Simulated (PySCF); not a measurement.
Species: C6H12OSi.
Atom-mapped SMILES: `[CH2:1]=[CH:2][C@@:3]1([CH2:4][OH:5])[SiH2:6][C@H:7]1[CH3:8]`

Definitions: NICS(0) = −σiso at the ring centroid; NICS(1) = −σiso and NICS(1)zz = −σzz at ±1 Å along the ring normal z. Level: GIAO PBE0/pcSseg-1 (PySCF, non-relativistic, gas phase) on the GFN2-xTB geometry, one conformer.

Ring bond lengths (Å), with Mayer bond orders in brackets: C3–Si6 1.922 (0.80), Si6–C7 1.884 (0.92), C7–C3 1.547 (0.83).

Task: Give the NICS values of each ring in ppm.

Result: 
```tsv
ring	type	NICS(0)	NICS(1), two faces	NICS(1)zz, two faces	rms pucker (Å)	centre to ring atoms, mean (Å)
C3–Si6–C7	3-membered ring with Si; formal bonds all single	-27.9	-7.2 / -7.8	-16.4 / -16.4	0.00	1.03
```

Task: What can be read from them?

Result: 
- C3–Si6–C7: mean NICS(1)zz -16.4 ppm, shielded. C3, Si6, C7 have four or more neighbours, so the value isn't read as a sign of a π ring current. NICS(0) lies 20 ppm below the mean NICS(1).

Task: How shielded are the nuclei of the rings and their hydrogens (means over atoms taken as equivalent)?

Result: 
```csv
atoms,environment,σ isotropic (ppm)
C3,sp3 carbon bound to silicon,144.2
Si6,SiH2 silicon,470.0
C7,sp3 carbon bound to silicon,160.9
H on Si6,Si–H hydrogen,28.65
H on Si6,Si–H hydrogen,29.22
H on C7,methine hydrogen,30.48
```

The run took 44 s (with the writing of density and orbital grids) on one thread of an Arm Neoverse V1, no GPU, on a shared host, and the process peaked at 0.92 GiB of memory. This is the whole shielding run at PBE0/pcSseg-1, SCF included.

Conformer computed: `[CH2:1]=[CH:2][C@@:3]1([CH2:4][OH:5])[SiH2:6][C@H:7]1[CH3:8]`: C1–C2–C3–C4 -8°, C2–C3–C4–O5 80°, H–O5–C4–C3 -57°.
